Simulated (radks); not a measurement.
Results of a calculation; reference values are marked as such.
Q: Ionisation of the magnesium ion Mg+, [Ne] 3s1, to Mg2+, [Ne], under several functionals. Scalar-relativistic Kohn-Sham, spin-unpolarised, spherical densities, finite nucleus; a radial shooting solver on a logarithmic mesh with Libxc functionals. Known Delta-SCF values: MS2 meta-GGA 14.706 eV; exchange-only LDA 14.103 eV; LDA (Slater exchange, Perdew-Wang correlation) 15.043 eV. What does PBE give, and what is its highest occupied eigenvalue?

A: 15.025 eV by Delta-SCF; the 3s eigenvalue is -11.378 eV. NIST: 15.035 eV (measured).

Beside tabulated values, note that spin-unpolarised runs miss the spin-polarisation part of the exchange energy of open shells.
